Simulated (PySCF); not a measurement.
A structure optimised at PBE-D3(BJ)/def2-TZVP, used in a PySCF frequency run:

```
Ga
Cl 1 2.1844
Cl 1 2.1844 2 119.68
```
Charge 0, spin multiplicity 2.

Write its SMILES, formula and point group.

[Cl][Ga][Cl], Cl2Ga, C2v

What are its rotational constants (standard atomic weights)?

11.936, 1.9983, 1.7117 GHz
